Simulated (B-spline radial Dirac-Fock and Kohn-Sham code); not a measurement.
**Pm³⁺: eigenvalues, ΔSCF and the reference**

System: the Pm³⁺ ion in the configuration [Xe] 4f4.

The density-functional columns are spherical, spin-unpolarised Dirac-Kohn-Sham results without Breit or QED terms: −ε is minus the orbital energy of the initial state and ΔSCF the difference of two total energies. The reference in the last column comes from Dirac-Fock energy differences between relaxed states, corrected for Breit and QED terms. All numbers are from an atomic code on a B-spline grid, in eV; a selection of levels is shown. The Kohn-Sham columns are given as differences from the reference. For the 1s level of heavy atoms much of the gap between ΔSCF and the reference is the Breit and QED part, -184.1 eV here; for other levels the error of the functional can be larger.

```tsv
level	LDA −ε − DF	LDA ΔSCF − DF	PBE −ε − DF	PBE ΔSCF − DF	Dirac-Fock
K	-260.1	+171.6	-216.0	+217.0	45221.0
L1	-138.0	-58.7	-132.1	-53.1	7472.2
L2	-102.1	-2.3	-99.7	0.0	7052.4
L3	-108.1	-17.3	-106.3	-15.7	6498.9
M1	-69.1	-43.4	-67.4	-41.9	1693.0
M2	-54.9	-27.9	-54.3	-27.4	1513.8
M3	-54.0	-28.5	-53.6	-28.2	1400.5
M4	-34.3	-4.9	-34.5	-5.1	1092.5
M5	-34.8	-5.9	-35.0	-6.2	1068.7
N1	-32.7	-20.5	-32.0	-19.8	380.1
N2	-25.6	-13.7	-25.3	-13.4	310.2
N3	-25.7	-14.1	-25.3	-13.7	285.5
N4	-12.8	-1.6	-12.8	-1.7	168.8
N5	-12.8	-1.8	-12.9	-1.8	164.5
N6,7	-5.8	+3.6	-6.1	+3.3	37.77
O1	-9.3	-2.1	-9.6	-2.4	78.77
O2	-5.0	+1.7	-5.3	+1.4	56.85
O3	-5.0	+1.4	-5.2	+1.2	53.13
```

Values without a named source are computed, but for edge energies of neutral atoms, which are taken from tables.
